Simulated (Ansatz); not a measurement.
Species: H2Se, charge 1, doublet. H2Se+ (parent SMILES [SeH2], doublet).
B3LYP-D3(BJ)/def2-TZVP minimum from Ansatz (a program for electronic structure):
```
Se
H 1 1.4885
H 1 1.4885 2 91.60
```
Charge +1, spin multiplicity 2.

Total energies in aug-cc-pVTZ, 7 correlated electrons, 14 frozen orbitals. UHF or UKS for unpaired electrons; spin-orbit terms are left out. Correlated methods leave the cores frozen (noble-gas shells, and filled d and f shells in the p block). No relativity. The spin of H2Se+ (parent SMILES [SeH2], doublet) was assumed, and the state is the lowest solution found for it.

```json
[
 {"method": "HF", "program": "Ansatz", "energy (Eh)": "-2400.72741", "minus CCSDT(Q) (mEh)": "165.64"},
 {"method": "MP2", "program": "Ansatz", "energy (Eh)": "-2400.86261", "minus CCSDT(Q) (mEh)": "30.43"},
 {"method": "CCSD", "program": "Ansatz", "energy (Eh)": "-2400.88716", "minus CCSDT(Q) (mEh)": "5.89"},
 {"method": "CCSD(T)", "program": "Ansatz", "energy (Eh)": "-2400.89215", "minus CCSDT(Q) (mEh)": "0.90"},
 {"method": "CCSDT(Q)", "program": "Ansatz", "energy (Eh)": "-2400.89305", "minus CCSDT(Q) (mEh)": "0.00"}
]
```

Rough core times of Ansatz's runs on a shared machine: CCSD(T) 20 s, CCSDT(Q) 7 min.
